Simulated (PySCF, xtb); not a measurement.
C2H5Cl2Si, SMILES Cl[Si](Cl)([CH2])C, multiplicity 2.

Harmonic wavenumbers (cm⁻¹) from GFN2-xTB (xtb) at its own minimum, in rising order: 83, 107, 126, 141, 182, 186, 192, 416, 482, 537, 716, 730, 802, 839, 863, 1360, 1373, 1465, 1471, 3034, 3052, 3054, 3104, 3148.

Question: What does PBE-D3(BJ)/def2-SVP (PySCF) give at its own minimum? (The exact figures need the calculation; the answer reports its results.)

Answer: 35, 154, 157, 159, 209, 215, 226, 461, 522, 577, 652, 702, 775, 793, 821, 1219, 1311, 1374, 1376, 2981, 3070, 3084, 3095, 3181. Paired by order, the mean absolute difference is 46 cm⁻¹ and the zero-point energies are 39.3 and 38.8 kcal/mol.
